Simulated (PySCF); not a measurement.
## Löwdin shares of the frontier orbitals

Compound: C₃H₁₁FSi₂.
Cartesian coordinates in Å at the GFN2-xTB level; atoms count from 1:
```xyz
17
C3H11FSi2 angstrom
C      0.1360   -1.5175    0.5037
C      0.0152   -0.0921   -0.0383
Si     1.4143    1.0003    0.6838
Si    -1.7161    0.6166    0.3763
C      0.1714   -0.1658   -1.5497
F      0.0732    1.0829   -2.1216
H      0.0310   -1.5281    1.5862
H     -0.6355   -2.1636    0.0829
H      1.1049   -1.9523    0.2549
H      1.3081    2.3666    0.1852
H      1.3049    0.9728    2.1435
H      2.7001    0.4170    0.2830
H     -1.8456    1.9809   -0.1224
H     -1.8865    0.5797    1.8299
H     -2.7234   -0.2473   -0.2509
H      1.1529   -0.5606   -1.8413
H     -0.6118   -0.7776   -2.0152
```

Theory: TDDFT B3LYP/def2-SVPD, vertical, gas phase, core orbitals frozen in the response in PySCF.

Frontier orbitals with the atoms that hold most of them (Löwdin shares over 4%, at most four atoms; ? is withheld):

| orbital | ε (eV) | atoms |
| --- | --- | --- |
| HOMO-3 | -9.44 | C2 14%, Si4 13%, Si3 12%, C1 11% |
| HOMO-2 | -9.33 | Si3 18%, Si4 18%, H12 13%, H15 13% |
| HOMO-1 | -8.77 | C2 25%, C5 13%, Si3 10%, Si4 10% |
| HOMO | -7.83 | ? |
| LUMO | 0.06 | ? |
| LUMO+1 | 0.41 | Si3 20%, Si4 20%, C5 9%, C2 6% |
| LUMO+2 | 0.43 | Si3 24%, Si4 24%, H12 9%, H15 9% |

Question: Which atoms hold the HOMO, and with what shares?

Answer: C2 (bonded to 2 C and 2 Si) 34%; Si4 (bonded to C and 3 H) 13%; Si3 (bonded to C and 3 H) 13%; C5 (bonded to C, F and 2 H) 8%. By element: carbon 42% or more, silicon 27%.

Question: Which atoms hold the LUMO, and with what shares?

Answer: Si3 (bonded to C and 3 H) 17%; Si4 (bonded to C and 3 H) 17%; C1 (bonded to C and 3 H) 9%; C5 (bonded to C, F and 2 H) 6%. By element: silicon 34%, carbon 15% or more.

Question: The HOMO–LUMO gap is 7.89 eV. Where does the response calculation put the lowest singlet, and from which orbitals?

Answer: S1 is at 7.00 eV (f = 0.0037), 0.89 eV below the gap, made of HOMO→LUMO (99%). 

Next come S2 at 7.23 eV (f 0.0006), HOMO→LUMO+1 (98%); S3 at 7.50 eV (f 0.246), HOMO→LUMO+2 (90%); S4 at 7.56 eV (f 0.041), HOMO→LUMO+3 (91%); S5 at 7.92 eV (f 0.063), HOMO-1→LUMO (48%), HOMO→LUMO+4 (43%).

One conformer stands for the species.
